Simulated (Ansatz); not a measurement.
Job for Ansatz (a quantum-chemistry and plane-wave program): R-r2SCAN/def2-TZVPP on CH7NSn (SMILES C[NH][SnH3]), a point of a torsion scan. Elements past Kr take the def2 small-core potentials; no spin–orbit coupling.

Ansatz 0.2 input:
```yaml
crystal:
  periodic: [false, false, false]
  atoms:
    - {symbol: C, position_ang: [-1.25438042, -0.25578772, 0.38548632]}
    - {symbol: N, position_ang: [-1.23711937, -0.07739020, -1.05062561]}
    - {symbol: Sn, position_ang: [-1.24139975, 1.69114063, -1.96934946]}
    - {symbol: H, position_ang: [-1.62290469, 0.64856231, 0.86410647]}
    - {symbol: H, position_ang: [-1.91528868, -1.08347079, 0.64888636]}
    - {symbol: H, position_ang: [-0.26112576, -0.46110704, 0.79705553]}
    - {symbol: H, position_ang: [-0.71783057, -0.82040204, -1.49271002]}
    - {symbol: H, position_ang: [-1.38424207, 1.31006667, -3.57082779]}
    - {symbol: H, position_ang: [0.09291504, 2.68463085, -1.72152040]}
    - {symbol: H, position_ang: [-2.57893429, 2.46321279, -1.37722071]}
basis:
  gaussian:
    orbitals: def2-TZVPP
hamiltonian:
  xc: {name: r2SCAN}
scf: {lower_state_search: off}
```

The head of its log:

```
WARN ansatz: RAYON_NUM_THREADS=1 ignored (pool sized by the plan → 1); use --threads N
Functional definition: r2SCAN
these checks for a lower state are left out or cut short: stability, starts, cluster_reference, orbital_swaps, neighbouring_geometries, increment
integrals: 0.11 GiB planned
1136 factors; their error is unknown
mean field: 0.87 GiB planned
mean field evaluation 1: about -8462.8407 eV, gradient 7.0e1 eV
mean field evaluation 2: about -8414.6963 eV, gradient 1.4e2 eV
```

Problem. Predict the final total energy.

Solution. -311.3885 hartree.
